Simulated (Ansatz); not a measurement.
System: SnBr2, charge 0, singlet. SnBr2 (SMILES [Br][Sn][Br]).
B3LYP-D3(BJ)/def2-TZVP minimum from Ansatz (a program for electronic structure):
```
Sn
Br 1 2.5459
Br 1 2.5459 2 99.79
```

Total energies in def2-TZVPP, 18 correlated electrons, 37 frozen orbitals. Radicals and triplets start from unrestricted determinants; spin-orbit coupling is neglected. Cores are frozen in correlated methods (noble-gas shells, and filled d and f shells in the p block). Past Kr the def2 sets carry scalar-relativistic core potentials. Spin-orbit terms, left out, reach several kcal/mol for Br and I, and more for heavier atoms.

```json
[
 {"method": "HF", "program": "Ansatz", "energy (Eh)": "-5358.31233", "minus CCSDT(Q) (mEh)": "449.13"},
 {"method": "MP2", "program": "Ansatz", "energy (Eh)": "-5358.70645", "minus CCSDT(Q) (mEh)": "55.01"},
 {"method": "CCSD", "program": "Ansatz", "energy (Eh)": "-5358.74011", "minus CCSDT(Q) (mEh)": "21.34"},
 {"method": "CCSD(T)", "program": "Ansatz", "energy (Eh)": "-5358.75925", "minus CCSDT(Q) (mEh)": "2.20"},
 {"method": "CCSDT(Q)", "program": "Ansatz", "energy (Eh)": "-5358.76145", "minus CCSDT(Q) (mEh)": "0.00"}
]
```

Rough core times of Ansatz's runs on a shared machine: CCSD(T) under 20 s, CCSDT(Q) 20 min.
